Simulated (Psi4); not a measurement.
## Worked example: ideal-gas entropy of CHClFGeN (SMILES N#[C][GeH]([F])[Cl])

A singlet with charge 0, relaxed at r2SCAN-D4/def2-SVP (density fitting) (Psi4 1.11):

```xyz
6

N    -1.0453   -2.3246    0.0366
C    -0.5471   -1.2722    0.0439
Ge    0.2387    0.4751    0.1084
F     1.9089    0.2574   -0.2718
Cl   -0.6335    1.6608   -1.4316
H     0.1183    1.1251    1.4771
```

Harmonic wavenumbers in cm⁻¹: 96, 136, 196, 326, 340, 447, 499, 719, 725, 740, 2236, 2308.

Masses in u: N 14.007, C 12.011, Ge 72.63, F 18.998, Cl 35.45, H 1.008. Take T = 298.15 K, p = 1 bar, R = 8.3145 J/(mol K), kT/hc = 207.22 cm⁻¹, rigid rotor and harmonic oscillator.

Task: Compute the standard molar entropy.

Result: 
1. Translation (Sackur–Tetrode): S = R[3/2 ln M + 5/2 ln T − 1.1517] with M = 154.104 gives 171.7 J/(mol K).
2. Rotation: principal moments 140.941, 246.418, 340.934 u Å² give A, B, C = 0.1196, 0.0684, 0.0494 cm⁻¹; the symmetry number is σ = 1; q = (√π/σ)√((kT/hc)³/ABC) = 263006; S = R(ln q + 3/2) = 116.2.
3. Vibration: with u = ν̃/207.22, each mode gives R[u/(eᵘ − 1) − ln(1 − e⁻ᵘ)]; the sum is 55.8, most from 96 cm⁻¹ (14.8), 136 cm⁻¹ (12.0), 196 cm⁻¹ (9.1).
4. Spin and the two mirror images of this shape: R ln 2 = 5.8.
5. Sum: 171.7 + 116.2 + 55.8 + 5.8 = 349.5 J/(mol K).

No measured value is set beside it here. Where a soft mode is a torsion, a harmonic oscillator describes it poorly.
